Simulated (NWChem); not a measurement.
# C2H4GeN2; SMILES N#C/N=[CH]\[GeH3]

Program: NWChem. All runs use the structure optimised with PBE-D3(BJ)/def2-SVP. B3LYP is NWChem's, with the RPA form of VWN correlation. Total energies compare along this basis series because the functional is fixed.

```csv
level,basis functions,energy (Ha),highest occupied level (eV),orbital gap (eV),dipole (D)
B3LYP/pcseg-1,103,-2264.8417,-7.72,4.84,4.75
B3LYP/aug-pcseg-1,164,-2264.8525,-7.76,4.85,4.81
B3LYP/pcseg-2,219,-2265.2225,-7.74,4.82,4.82
B3LYP/STO-3G,42,-2238.6983,-5.04,5.25,4.08
B3LYP/def2-SVP,108,-2264.7004,-7.54,4.82,4.48
```
